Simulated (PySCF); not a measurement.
These compounds are isomers of formula C$_{7}$H$_{12}$NP.

A. `Cc1cc(C)p(N)c1C`
B. SMILES CCc1cn(CC)cp1
C. `Cc1cn(C(C)C)cp1`

Spectrum 1. ¹H NMR (400 MHz, computed): δ 7.72 (m, 1H), 7.11 (m, 1H), 3.76 (sept, 1H), 2.47 (m, 3H), 1.38 (d, 6H). ¹³C{¹H} NMR (computed): δ 159.5 (CH), 153.0 (C), 127.2 (CH), 57.7 (CH), 25.2 (CH3), 17.7 (CH3).

Spectrum 2. ¹H NMR (400 MHz, computed): δ 7.74 (m, 1H), 7.06 (m, 1H), 3.74 (q, 2H), 2.63 (m, 2H), 1.33 (t, 3H), 1.25 (t, 3H). ¹³C{¹H} NMR (computed): δ 161.1 (C), 159.1 (CH), 131.0 (CH), 49.7 (CH2), 27.1 (CH2), 23.2 (CH3), 19.9 (CH3).

Spectrum 3. ¹H NMR (400 MHz, computed): δ 6.22 (m, 1H), 2.14 (m, 3H), 2.08 (m, 3H), 1.93 (s, 3H), 0.97 (br s, 2H). ¹³C{¹H} NMR (computed): δ 156.6 (C), 146.9 (C), 143.2 (C), 141.2 (CH), 17.6 (CH3), 16.6 (CH3), 13.4 (CH3).

No solvent, non-relativistic, averaged over atoms made equivalent by symmetry, fast rotation or ring inversion, single conformer. PBE0-D3(BJ)/def2-SVP geometry; shieldings: GIAO PBE0/pcSseg-1; PySCF.

Chemical shifts δ = σref − σ; TMS for ¹H (σref 31.27) and ¹³C (σref 184.41), all at this level. Splittings of carbon signals by F and P are missing where no couplings were computed. Where no couplings were computed, multiplicities follow the n + 1 count of equivalent neighbours, and m marks all less simple cases (inequivalent or close neighbours, rings, F or P nearby). Shifts are as computed. Against solution values, carbons near 30 ppm lie about +2 ppm off and those near 130 ppm about +5 ppm (rms about the fit 1.9 ppm; single classes can miss by 10 ppm). Of 1328 compounds with measured shifts, 309 miss one by over three times the rms of a fit or turn the order of signals round; such compounds aren't used in these exercises. Signals without a measured value on file couldn't be tested in this way; 1H shifts scatter by 0.2 ppm about their fit, and single ones miss by 0.5 ppm. OH and NH positions are gas-phase values without hydrogen bonding to other molecules.

Match each spectrum to its structure.

Answers

1–C, 2–B, 3–A.

- Spectrum 1 (C): 6 ¹³C signals; δC 57.7 is an sp3 CH bonded to N; δC 25.2 is a methyl carbon.
- Spectrum 2 (B): 7 ¹³C signals; δC 49.7 is an sp3 CH2 bonded to N; δC 27.1 is an sp3 CH2 on an aromatic ring.
- Spectrum 3 (A): 7 ¹³C signals; δC 17.6 is a methyl carbon on an unsaturated ring; δC 16.6 is a methyl carbon on an unsaturated ring.
